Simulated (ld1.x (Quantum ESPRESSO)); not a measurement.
molybdenum (Mo): one change to a TM potential, before and after

Mo (Z = 42), norm-conserving Troullier–Martins (Kleinman–Bylander form), made with ld1.x (Quantum ESPRESSO) 7.5 (LDA (PZ), scalar-relativistic). Core [Ar] 3d10, reference 4s2 4p6 4d4.5 5s0 5p0 (charge +1.5). Waves: 4s (bound): rc 1.85 bohr; 4d (bound): rc 1.60 bohr; 4p (bound): rc 2.05 bohr. Local part: the p channel. Core correction: Bessel-smoothed model core inside 0.90 bohr.

Change: wave 4s (bound): rc 1.85 bohr becomes 4s (bound): rc 1.42 bohr.

Cutoffs: the cutoffs (Ry, on a coarse ladder) from which the occupation-weighted sum of valence levels, in a spherical-Bessel basis at the reference potential, stays within 10 and 1 mRy of its value at 400 Ry; they do not see the model core or the augmentation charge, which bear on the density cutoff. Errors are all-electron minus pseudo energies relative to the spin-unpolarised reference configuration.

**Question.** How do hardness, ghosts and transferability respond?

**Answer.** The potential gets harder (45 Ry and 55 Ry → 70 Ry and 110 Ry); of the 9 tests that both files solve, the error grows in 0 and shrinks in 5 by more than 15 % and 0.3 meV (median size 98.9 → 94.4 meV); neither file shows a bound ghost. A smaller radius makes the pseudo-wave follow the all-electron one further in, where it bends more sharply, so more plane waves are needed. Less of the atom is replaced, so other configurations are described better.

| quantity | base | changed |
| --- | --- | --- |
| cutoff, loose | 45 Ry | 70 Ry |
| cutoff, tight | 55 Ry | 110 Ry |
| loose cutoff by channel (10 mRy a level) | s 25 Ry, d 35 Ry, p 21 Ry | s 60 Ry, d 35 Ry, p 21 Ry |
| bound ghosts | none | none |
| error for 4s2 4p6 4d5 5s1 5p0, meV [ΔE -13.74 eV] | +608 | +232 |
| error for 4s2 4p6 4d5 5s0 5p0, meV [ΔE -6.55 eV] | +1.4 | +1.4 |
| error for 4s2 4p6 4d4 5s0 5p0, meV [ΔE 9.15 eV] | +2.3 | +2.2 |
| error for 4s2 4p6 4d4 5s2 5p0, meV [ΔE -13.60 eV] | +1428 | +542 |
| error for 4s2 4p6 4d2 5s0 5p0, meV [ΔE 75.81 eV] | +99 | +94 |
| error for 4s2 4p6 4d5 5s0 5p1, meV [ΔE -10.49 eV] | +89 | +89 |
| error for 4s2 4p6 4d4 5s1 5p0, meV [ΔE -5.47 eV] | +913 | +342 |
| error for 4s2 4p6 4d4.5 5s0 5p0 (spin-polarised), meV [ΔE -2.95 eV] | +87 | +72 |
| error for 4s2 4p6 4d5 5s1 5p0 (spin-polarised), meV [ΔE -17.66 eV] | +713 | +319 |
| s: phases at 2.24 bohr within 0.05 rad from the reference energy up to (Ry; the scan ends near 5) | -2.0 | -1.3 |
| p: phases at 2.24 bohr within 0.05 rad from the reference energy up to (Ry; the scan ends near 5) | -0.5 | -0.5 |
| d: phases at 2.24 bohr within 0.05 rad from the reference energy up to (Ry; the scan ends near 5) | 1.7 | 1.7 |
